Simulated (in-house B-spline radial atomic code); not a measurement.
The numbers below are computed, except where a source is named.
Weak and strong correlation along the adiabatic connection

Two-electron singlets in several external potentials (atomic units), by full CI in B-splines with partial waves to l = 8 (correlation energies up to 0.6 % small). The repulsion is scaled by λ at fixed density; W(λ) is the mean repulsion less the Hartree energy, W(0) = E_x, and the area under W from 0 to 1 is E_xc.

One system gave this curve:

```csv
λ,W (hartree)
0,-1.8075
0.02,-1.8093
0.05,-1.8121
0.12,-1.8186
0.25,-1.8304
0.4,-1.8434
0.6,-1.8601
0.8,-1.8761
1,-1.8913
1.4,-1.9197
2,-1.9579
3,-2.012
4.5,-2.0763
7,-2.1535
10,-2.2167
```

Question: Which system is it?
A. −V exp(−r²/w²), V = 20.4, w = 4.78
B. −Z/r, Z = 3.25
C. −Z/r, Z = 8.05, wall at 0.72 bohr
D. empty sphere, radius 1.38 bohr

Answer: B. The exchange energy sets the size: −Z/r, Z = 3.25: E_x = -1.81, E_c = -0.0436; −Z/r, Z = 8.05, wall at 0.72 bohr: E_x = -4.89, E_c = -0.0451; empty sphere, radius 1.38 bohr: E_x = -1.27, E_c = -0.0494; −V exp(−r²/w²), V = 20.4, w = 4.78: E_x = -0.851, E_c = -0.042 hartree.
